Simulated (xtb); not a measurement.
C4H10As (SMILES [CH2]C(C)(C)[AsH2]), doublet, from a rough starting geometry; GFN2-xTB (xtb).

The xtb input:
```
$ xtb mol.xyz --gfn 2 --uhf 1 --opt vtight --json

# file mol.xyz
15

C     -0.52020125    -0.05470718     1.41440192
C     -0.13771089     0.04753701    -0.03218984
C     -0.24220440     1.40236614    -0.54632383
C     -0.62864415    -1.08282167    -0.85861602
As     2.03882261    -0.18003008     0.02793875
H     -0.60184651     0.71874387     1.97925805
H     -0.73759841    -1.07183974     1.77186648
H     -1.45042156     1.63688066    -0.66894262
H      0.15998352     1.49689081    -1.59081502
H      0.09705419     2.22523980    -0.02517428
H     -0.04636583    -1.05475371    -1.90309028
H     -1.64517067    -0.97639170    -1.07234361
H     -0.41073029    -2.05635238    -0.44113343
H      2.19230732     0.47916913     1.33484542
H      1.97353607    -1.52154978     0.70347772
```

Question: What does xtb print? Leave out banner, timings and long lists.

Answer: 
```
   ID    Z sym.   atoms
    1    6 C      1-4
    2   33 As     5
    3    1 H      6-15

           -------------------------------------------------
          |                Calculation Setup                |
           -------------------------------------------------

           -------------------------------------------------
          |                 G F N 2 - x T B                 |
           -------------------------------------------------

          ...................................................
          :                      SETUP                      :
          :.................................................:
          :  # basis functions                  36          :
          :  # atomic orbitals                  35          :
          :  # shells                           21          :
          :  # electrons                        31          :
          :  max. iterations                   250          :
          :  Hamiltonian                  GFN2-xTB          :
          :  restarted?                      false          :
          :  GBSA solvation                  false          :
          :  PC potential                    false          :
          :  electronic temp.          300.0000000     K    :
          :  accuracy                    1.0000000          :
          :  -> integral cutoff          0.2500000E+02      :
          :  -> integral neglect         0.1000000E-07      :
          :  -> SCF convergence          0.1000000E-05 Eh   :
          :  -> wf. convergence          0.1000000E-03 e    :
          :  Broyden damping             0.4000000          :
          :  net charge                          0          :
          :  unpaired electrons                  1          :
          ...................................................

 iter      E             dE          RMSdq      gap      omega  full diag
   1    -16.0570981 -0.160571E+02  0.426E+00    2.84       0.0  T
   2    -16.1019655 -0.448674E-01  0.547E+00    3.09       1.0  T
   3    -16.1230992 -0.211337E-01  0.345E+00    2.96       1.0  T
   4    -16.1278129 -0.471374E-02  0.742E-01    2.95       1.0  T
   5    -16.1280413 -0.228402E-03  0.519E-01    2.94       1.0  T
   6    -16.1281435 -0.102162E-03  0.168E-01    2.93       1.0  T
   7    -16.1281571 -0.135977E-04  0.261E-02    2.92       1.0  T
   8    -16.1281625 -0.540184E-05  0.158E-02    2.93       1.6  T
   9    -16.1281618  0.680649E-06  0.164E-02    2.93       1.6  T
  10    -16.1281625 -0.703486E-06  0.258E-03    2.93      10.0  T
  11    -16.1281626 -0.253673E-07  0.107E-03    2.93      24.1  T
  12    -16.1281626 -0.541669E-08  0.114E-04    2.93     226.6  T
  13    -16.1281626  0.467892E-11  0.771E-05    2.93     334.8  T

   *** convergence criteria satisfied after 13 iterations ***

         :::::::::::::::::::::::::::::::::::::::::::::::::::::
         ::                     SUMMARY                     ::
         :::::::::::::::::::::::::::::::::::::::::::::::::::::
         :: total energy             -15.903688302049 Eh    ::
         :: gradient norm              0.246508590255 Eh/a0 ::
         :: HOMO-LUMO gap              2.926420828393 eV    ::
         ::.................................................::
         :: SCC energy               -16.128138547456 Eh    ::
         :: -> isotropic ES            0.004165179268 Eh    ::
         :: -> anisotropic ES          0.003306298720 Eh    ::
         :: -> anisotropic XC          0.009229403599 Eh    ::
         :: -> dispersion             -0.010224981449 Eh    ::
         :: repulsion energy           0.224450245407 Eh    ::
         :: add. restraining           0.000000000000 Eh    ::
         :: total charge               0.000000000000 e     ::
         :::::::::::::::::::::::::::::::::::::::::::::::::::::

      -----------------------------------------------------------
     |                   =====================                   |
     |                        A N C O P T                        |
     |                   =====================                   |
     |               Approximate Normal Coordinate               |
     |                Rational Function Optimizer                |
      -----------------------------------------------------------
      -----------------------------------------------------------
     |                   =====================                   |
     |                        A N C O P T                        |
     |                   =====================                   |
     |               Approximate Normal Coordinate               |
     |                Rational Function Optimizer                |
      -----------------------------------------------------------

          ...................................................
          :                      SETUP                      :
          :.................................................:
          :   optimization level         verytight          :
          :   max. optcycles                   300          :
          :   ANC micro-cycles                  20          :
          :   degrees of freedom                39          :
          :.................................................:
          :   RF solver                   davidson          :
          :   write xtbopt.log                true          :
          :   linear?                        false          :
          :   energy convergence         0.1000000E-06 Eh   :
          :   grad. convergence          0.2000000E-03 Eh/α :
          :   maxmium RF displ.          1.0000000          :
          :   Hlow (freq-cutoff)         0.1000000E-01      :
          :   Hmax (freq-cutoff)         5.0000000          :
          :   S6 in model hess.         20.0000000          :
          ...................................................

generating ANC from exact Hessian ...
Using Lindh-Hessian (1995)
[...]
 * total energy  :   -15.9426294 Eh     change       -0.2591685E-04 Eh
 * total energy  :   -15.9426485 Eh     change       -0.1905390E-04 Eh
 * total energy  :   -15.9426583 Eh     change       -0.9810118E-05 Eh
 * total energy  :   -15.9426675 Eh     change       -0.9186504E-05 Eh
 * total energy  :   -15.9426733 Eh     change       -0.5756239E-05 Eh
 * total energy  :   -15.9426766 Eh     change       -0.3397562E-05 Eh
 * total energy  :   -15.9426785 Eh     change       -0.1841572E-05 Eh
 * total energy  :   -15.9426795 Eh     change       -0.1046889E-05 Eh
 * total energy  :   -15.9426800 Eh     change       -0.4614445E-06 Eh
 * total energy  :   -15.9426804 Eh     change       -0.4036503E-06 Eh
 * total energy  :   -15.9426807 Eh     change       -0.2604455E-06 Eh
 * total energy  :   -15.9426807 Eh     change       -0.7886124E-07 Eh
   *** GEOMETRY OPTIMIZATION CONVERGED AFTER 20 ITERATIONS ***
         :: total energy             -15.942680741975 Eh    ::
[...]
         :::::::::::::::::::::::::::::::::::::::::::::::::::::

           -------------------------------------------------
          |                Property Printout                |
           -------------------------------------------------

    * Orbital Energies and Occupations

         #    Occupation            Energy/Eh            Energy/eV
      -------------------------------------------------------------
         1        2.0000           -0.6232346             -16.9591
       ...           ...                  ...                  ...
         4        2.0000           -0.5777109             -15.7203
         5        2.0000           -0.5315104             -14.4631
         6        2.0000           -0.4972982             -13.5322
         7        2.0000           -0.4971114             -13.5271
         8        2.0000           -0.4928097             -13.4100
         9        2.0000           -0.4685974             -12.7512
        10        2.0000           -0.4516376             -12.2897
        11        2.0000           -0.4424498             -12.0397
        12        2.0000           -0.4331689             -11.7871
        13        2.0000           -0.4300558             -11.7024
        14        2.0000           -0.4105695             -11.1722
        15        2.0000           -0.3978303             -10.8255
        16        1.0000           -0.2900078              -7.8915 (HOMO)
        17                         -0.1760444              -4.7904 (LUMO)
        18                         -0.1579813              -4.2989
        19                         -0.0069195              -0.1883
        20                          0.0626307               1.7043
        21                          0.0682289               1.8566
        22                          0.0936748               2.5490
        23                          0.1046336               2.8472
        24                          0.1186725               3.2292
        25                          0.1640529               4.4641
        26                          0.1992440               5.4217
        27                          0.2155902               5.8665
       ...                                ...                  ...
        35                          0.8732616              23.7627
      -------------------------------------------------------------
                  HL-Gap            0.1139634 Eh            3.1011 eV
             Fermi-level           -0.2884726 Eh           -7.8497 eV

     #   Z          covCN         q      C6AA      α(0)
     1   6 C        2.889    -0.124    31.152     9.151
     2   6 C        3.792     0.015    20.332     6.421
     3   6 C        3.799    -0.104    22.486     6.752
     4   6 C        3.799    -0.104    22.485     6.752
     5  33 As       2.933     0.080   211.933    26.679
     6   1 H        0.926     0.025     2.653     2.547
     7   1 H        0.926     0.025     2.653     2.547
     8   1 H        0.924     0.041     2.438     2.442
     9   1 H        0.924     0.041     2.429     2.437
    10   1 H        0.925     0.044     2.395     2.420
    11   1 H        0.924     0.041     2.429     2.437
    12   1 H        0.925     0.041     2.437     2.442
    13   1 H        0.925     0.044     2.395     2.420
    14   1 H        0.972    -0.033     3.694     3.004
    15   1 H        0.972    -0.033     3.694     3.004

 Mol. C6AA /au·bohr⁶  :       2535.089528
 Mol. C8AA /au·bohr⁸  :      83344.487902
 Mol. α(0) /au        :         81.453678

Wiberg/Mayer (AO) data.
largest (>0.10) Wiberg bond orders for each atom

 ---------------------------------------------------------------------------
     #   Z sym  total        # sym  WBO       # sym  WBO       # sym  WBO
 ---------------------------------------------------------------------------
     1   6 C    3.574 --     2 C    1.293     7 H    0.975     6 H    0.975
                             5 As   0.273
     2   6 C    3.986 --     1 C    1.293     3 C    1.000     4 C    1.000
                             5 As   0.683
     3   6 C    3.997 --     2 C    1.000     8 H    0.978    10 H    0.975
                             9 H    0.972
     4   6 C    3.997 --     2 C    1.000    12 H    0.978    13 H    0.975
                            11 H    0.972
     5  33 As   3.091 --    15 H    0.987    14 H    0.987     2 C    0.683
                             1 C    0.273
     6   1 H    0.999 --     1 C    0.975
     7   1 H    0.999 --     1 C    0.975
     8   1 H    0.998 --     3 C    0.978
     9   1 H    0.998 --     3 C    0.972
    10   1 H    0.998 --     3 C    0.975
    11   1 H    0.998 --     4 C    0.972
    12   1 H    0.998 --     4 C    0.978
    13   1 H    0.998 --     4 C    0.975
    14   1 H    0.999 --     5 As   0.987
    15   1 H    0.999 --     5 As   0.987
 ---------------------------------------------------------------------------

Topologies differ in total number of bonds
Writing topology from bond orders to xtbtopo.mol

molecular dipole:
                 x           y           z       tot (Debye)
 q only:        0.026       0.063      -0.415
   full:       -0.205       0.048      -0.125       0.623
molecular quadrupole (traceless):
                xx          xy          yy          xz          yz          zz
 q only:       -0.074       0.172       0.631      -0.406       0.253      -0.557
  q+dip:       -2.722       0.454       1.718       0.991      -0.013       1.004
   full:       -1.932       0.297       1.945       1.486       0.121      -0.012

optimized geometry written to: xtbopt.xyz

           -------------------------------------------------
          | TOTAL ENERGY              -15.942680741975 Eh   |
          | GRADIENT NORM               0.000060953883 Eh/α |
          | HOMO-LUMO GAP               3.101102079700 eV   |
           -------------------------------------------------

normal termination of xtb
```
